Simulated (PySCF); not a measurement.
# Radial density of Lu⁶⁰⁺ (lutetium, charge +60)

BLYP, [Ne] 3s1, 2S determinant. Computed with PySCF 2.14 in an even-tempered Gaussian basis (17 s from 16 bohr⁻², ratio 2.5; 12 p from 21 bohr⁻², ratio 2.5; 4 d from 77 bohr⁻², ratio 2.7; 4 f from 110 bohr⁻², ratio 2.7), with the spin-free X2C one-electron Hamiltonian (Gaussian nucleus).

```json
{"r (bohr)": "0.0226", "4πr²ρ (e/bohr)": "78.60", "4πr²(ρα − ρβ)": "-0.0013"}
{"r (bohr)": "0.0381", "4πr²ρ (e/bohr)": "86.98", "4πr²(ρα − ρβ)": "1.3393"}
{"r (bohr)": "0.0640", "4πr²ρ (e/bohr)": "106.5", "4πr²(ρα − ρβ)": "2.1692"}
{"r (bohr)": "0.108", "4πr²ρ (e/bohr)": "43.50", "4πr²(ρα − ρβ)": "0.4328"}
{"r (bohr)": "0.181", "4πr²ρ (e/bohr)": "9.342", "4πr²(ρα − ρβ)": "6.9546"}
{"r (bohr)": "0.305", "4πr²ρ (e/bohr)": "1.331", "4πr²(ρα − ρβ)": "1.3254"}
{"r (bohr)": "0.512", "4πr²ρ (e/bohr)": "0.009506", "4πr²(ρα − ρβ)": "0.0095"}
```

Densities and radii are taken from the X2C orbitals without a picture-change correction, which distorts them close to the nucleus.

Spin-orbit coupling, which splits the p, d and f shells strongly at this Z, is absent.
